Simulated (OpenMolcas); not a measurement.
**Mo3+: moving the ligands**

Mo3+ with its 6 nearest fluoride ions at 1.978 Å, on the Ga site of K2NaGaF6 (a = 8.246 Å, distance in the model lattice 1.938 Å). The rest of the host is ab initio model potentials to 7.6 Å, with orthogonalisation functions on the cations behind the ligands, and point charges beyond; the distance is set by hand and nothing relaxes. Ligand basis ANO-RCC-VDZP.

```json
{
  "Program": "OpenMolcas 26.06",
  "Method": "CASSCF",
  "Basis": "ANO-RCC-VTZP [7s6p4d2f1g]",
  "Scalar Hamiltonian": "DKH2, point nucleus",
  "Active space": "3 electrons in 5 orbitals (4d)",
  "State averaging": "2S+1 = 4 even, 10 roots; 2S+1 = 2 even, 40 roots",
  "Spin-orbit coupling": "state interaction with AMFI integrals over the reference wave functions"
}
```

Runs around this geometry, states (labels of O, the rotations of Oh). Energies in cm-1 above the lowest state or level, χT in cm3 K/mol; 10Dq and B are least-squares fits to the states below 45000 cm-1, weighted by degeneracy, with a free offset, and given where the rms deviation is under 5 % of |10Dq| (or 100 cm-1) and under 700 cm-1.

| R (Å) | Ground state | First state of that spin | 10Dq | B (rms of fit) | First gap with spin-orbit (degeneracies) | χT at 300 K | First state of another spin |
| --- | --- | --- | --- | --- | --- | --- | --- |
| 1.938 | 4A2 | 4T2 32989 | 32939 | 738 (64) | 14460 (4, 4) | 1.799 | 2E 14499 |
| 1.978 | 4A2 | 4T2 30040 | 29961 | 742 (53) | 14477 (4, 4) | 1.791 | 2E 14523 |
| 2 | 4A2 | 4T2 28551 | 28450 | 743 (54) | 14484 (4, 4) | 1.785 | 2E 14535 |

Taking |10Dq| as R^-n, n = -ln(28450 / 32939) / ln(2 / 1.938) = 4.7 between the shortest and longest distance. The point-charge formula for a cubic d site gives n = 5.

Without dynamic correlation the repulsion within the d shell is too large (B by tens of per cent), so at a given field states of lower spin stand too high. With metal d orbitals alone the field can be off either way by tens of per cent. Ligand-to-metal charge-transfer states are missing. With no ligand orbital active B as a rule stays too high, so bands that hang on it stand too high and its fall with covalency is understated. The least metal-like active orbital is 82 % on the metal (Löwdin) and no ligand orbital is active, so the numbers are rough (holds for R = 1.938; R = 1.978). The least metal-like active orbital is 83 % on the metal (Löwdin) and no ligand orbital is active, so the numbers are rough (holds for R = 2). No measured value stands beside these numbers; the geometry was set by hand and not optimised.
